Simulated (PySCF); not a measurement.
```xyz
8

C     -1.1217     0.0100    -0.0252
C      0.3352     0.0235     0.0127
C      1.5501    -0.3150    -0.0318
O      1.2690     1.1211     0.2744
H     -1.4723     0.7109    -0.7847
H     -1.5137     0.3353     0.9400
H     -1.4907    -0.9879    -0.2513
H      2.4568    -0.8723    -0.1317
```

Charge 0, multiplicity 1.

Question: Give the Mulliken and meta-Löwdin atomic charges from M06-2X/def2-TZVP (PySCF).

Answer: 
```
atom  Mulliken (e)  meta-Löwdin (e)
----  ------------  ---------------
C1           -0.43            -0.35
C2            0.19             0.21
C3           -0.06             0.00
O4           -0.38            -0.47
H5            0.17             0.15
H6            0.17             0.15
H7            0.16             0.14
H8            0.20             0.17
```
